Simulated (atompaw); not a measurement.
## Cutoff test, strontium, PAW (atompaw)

atompaw 4.2.0.5 input, output lines left out:

```
Sr 38
GGA-PBESOL scalarrelativistic loggrid 1500 logderivrange -5 5 251
5 5 4 0 0 0
5 0 1
5 1 1
4 2 0
0 0 0
c
c
c
v
v
c
c
v
v
c
v
2
3.00 2.16 2.85 2.85
n
n
y
3.3
n
bloechl besselshape
bessel
```

The pseudo-atom Hamiltonian at the reference potential is diagonalised in spherical Bessel functions j_l(qr) that vanish at 20 bohr, with q² up to the cutoff. All-electron valence levels (Ry): 4s -3.1024, 5s -0.3073, 4p -1.7722, 5p -0.1338, 4d -0.1598.

Problem. How do the lowest levels (Ry) of each channel move with the cutoff, and are there ghosts?

Solution.

| cutoff (Ry) | s #1 | s #2 | s #3 | p #1 | p #2 | d #1 | d #2 | f #1 | f #2 | Σ f·Δε (mRy) |
| --- | --- | --- | --- | --- | --- | --- | --- | --- | --- | --- |
| 8 | -3.0730 | -0.3036 | -0.0184 | -1.6992 | -0.1213 | -0.1424 | 0.0294 | 0.0741 | 0.1796 | 513.1 |
| 12 | -3.0994 | -0.3071 | -0.0191 | -1.7593 | -0.1310 | -0.1570 | 0.0270 | 0.0741 | 0.1796 | 87.0 |
| 15 | -3.1015 | -0.3073 | -0.0192 | -1.7697 | -0.1332 | -0.1588 | 0.0267 | 0.0741 | 0.1796 | 17.8 |
| 21 | -3.1023 | -0.3073 | -0.0192 | -1.7720 | -0.1337 | -0.1597 | 0.0266 | 0.0741 | 0.1796 | 1.4 |
| 25 | -3.1024 | -0.3073 | -0.0192 | -1.7722 | -0.1338 | -0.1597 | 0.0265 | 0.0741 | 0.1796 | 0.2 |
| 35 | -3.1024 | -0.3073 | -0.0192 | -1.7723 | -0.1338 | -0.1598 | 0.0265 | 0.0741 | 0.1796 | 0.0 |
| 400 | -3.1024 | -0.3073 | -0.0192 | -1.7723 | -0.1338 | -0.1598 | 0.0265 | 0.0741 | 0.1796 | 0.0 |

Result: no extra level below or beside the all-electron valence levels (s, p, d, f tested); 10 mRy is reached at 18 Ry and 1 mRy at 25 Ry.
